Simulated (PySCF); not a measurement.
C$_{4}$H$_{5}$ (SMILES C=[C]C=C), doublet, geometry from GFN2-xTB; PBE/3-21G (PySCF).

Here is a job for PySCF.
```python
from pyscf import gto, scf, dft

mol = gto.M(
    atom='''
C     0.846922    1.666202   -0.087472
C     0.098797    0.626242    0.042347
C    -0.689093   -0.455535    0.180704
C    -0.314503   -1.747230   -0.104834
H     1.478742    2.032736    0.712299
H     0.890577    2.241590   -1.004097
H    -1.695126   -0.277397    0.547122
H     0.671379   -1.971071   -0.469908
H    -0.998312   -2.563934    0.030112
''',
    basis='3-21g',
    charge=0,
    spin=1,
    verbose=4,
)

mf = dft.UKS(mol)
mf.xc = 'pbe'
mf.conv_tol_grad = 1e-3
mf.kernel()
```

Write the output that PySCF gives for this input, abridged.


```
PySCF version 2.14.0

[INPUT] verbose = 4
[INPUT] num. atoms = 9
[INPUT] num. electrons = 29
[INPUT] charge = 0
[INPUT] spin (= nelec alpha-beta = 2S) = 1
[INPUT] symmetry False subgroup None
[INPUT] Mole.unit = angstrom
[INPUT] Symbol           X                Y                Z      unit          X                Y                Z       unit  Magmom
[INPUT]  1 C      0.846922000000   1.666202000000  -0.087472000000 AA    1.600450628869   3.148665448203  -0.165298123568 Bohr   0.0
[INPUT]  2 C      0.098797000000   0.626242000000   0.042347000000 AA    0.186699271929   1.183425867700   0.080024232197 Bohr   0.0
[INPUT]  3 C     -0.689093000000  -0.455535000000   0.180704000000 AA   -1.302197044355  -0.860836390154   0.341481069613 Bohr   0.0
[INPUT]  4 C     -0.314503000000  -1.747230000000  -0.104834000000 AA   -0.594324535354  -3.301786176624  -0.198107548543 Bohr   0.0
[INPUT]  5 H      1.478742000000   2.032736000000   0.712299000000 AA    2.794417388892   3.841314323544   1.346050028802 Bohr   0.0
[INPUT]  6 H      0.890577000000   2.241590000000  -1.004097000000 AA    1.682946622837   4.235991183564  -1.897468332497 Bohr   0.0
[INPUT]  7 H     -1.695126000000  -0.277397000000   0.547122000000 AA   -3.203323886629  -0.524204357776   1.033910736724 Bohr   0.0
[INPUT]  8 H      0.671379000000  -1.971071000000  -0.469908000000 AA    1.268722435784  -3.724784362073  -0.887997423742 Bohr   0.0
[INPUT]  9 H     -0.998312000000  -2.563934000000   0.030112000000 AA   -1.886536266867  -4.845133061461   0.056903433063 Bohr   0.0

nuclear repulsion = 96.6892875788786
number of shells = 30
number of NR pGTOs = 75
number of NR cGTOs = 46
basis = 3-21g
ecp = {}

******** <class 'pyscf.dft.uks.UKS'> ********
method = UKS
initial guess = minao
damping factor = 0
level_shift factor = 0
DIIS = <class 'pyscf.scf.diis.CDIIS'>
diis_start_cycle = 1
diis_space = 8
diis_damp = 0
SCF conv_tol = 1e-09
SCF conv_tol_grad = 0.001
SCF max_cycles = 50
direct_scf = True
direct_scf_tol = 1e-13
number electrons alpha = 15  beta = 14
XC library pyscf.dft.libxc version 7.1.2
    S. Lehtola, C. Steigemann, M. J. T. Oliveira, and M. A. L. Marques,  SoftwareX 7, 1–5 (2018)
XC functionals = pbe
    J. P. Perdew, K. Burke, and M. Ernzerhof,  Phys. Rev. Lett. 77, 3865 (1996)
    J. P. Perdew, K. Burke, and M. Ernzerhof,  Phys. Rev. Lett. 78, 1396 (1997)
    J. P. Perdew, K. Burke, and M. Ernzerhof,  Phys. Rev. Lett. 77, 3865 (1996)
    J. P. Perdew, K. Burke, and M. Ernzerhof,  Phys. Rev. Lett. 78, 1396 (1997)
radial grids:
    Treutler-Ahlrichs [JCP 102, 346 (1995); DOI:10.1063/1.469408] (M4) radial grids

becke partition: Becke, JCP 88, 2547 (1988); DOI:10.1063/1.454033
pruning grids: <function nwchem_prune>
grids dens level: 3
symmetrized grids: False
atomic radii adjust function: <function treutler_atomic_radii_adjust>
small_rho_cutoff = 0
tot grids = 105512
init E= -154.503245846051

cycle= 1 E= -154.219347848519  delta_E= 0.284  |g|= 0.243  |ddm|= 2.18
cycle= 2 E= -154.198199854852  delta_E= 0.0211  |g|= 0.316  |ddm|= 0.657
cycle= 3 E= -154.247114321885  delta_E= -0.0489  |g|= 0.107  |ddm|= 0.409
cycle= 4 E= -154.25394118103  delta_E= -0.00683  |g|= 0.014  |ddm|= 0.143
cycle= 5 E= -154.254078536  delta_E= -0.000137  |g|= 0.00798  |ddm|= 0.0296
cycle= 6 E= -154.254113839101  delta_E= -3.53e-05  |g|= 0.00385  |ddm|= 0.0134
cycle= 7 E= -154.254124957248  delta_E= -1.11e-05  |g|= 0.00177  |ddm|= 0.00768
cycle= 8 E= -154.254126936665  delta_E= -1.98e-06  |g|= 0.000517  |ddm|= 0.00255
cycle= 9 E= -154.254127198976  delta_E= -2.62e-07  |g|= 8.35e-05  |ddm|= 0.00111
cycle= 10 E= -154.254127217804  delta_E= -1.88e-08  |g|= 3.1e-05  |ddm|= 0.00037
cycle= 11 E= -154.254127219765  delta_E= -1.96e-09  |g|= 9.72e-06  |ddm|= 0.000132
cycle= 12 E= -154.254127219806  delta_E= -4.1e-11  |g|= 9.78e-06  |ddm|= 2.5e-05
Extra cycle  E= -154.254127219615  delta_E= 1.9e-10  |g|= 2.11e-05  |ddm|= 3.11e-05
converged SCF energy = -154.254127219615  <S^2> = 0.76374453  2S+1 = 2.0136976
```
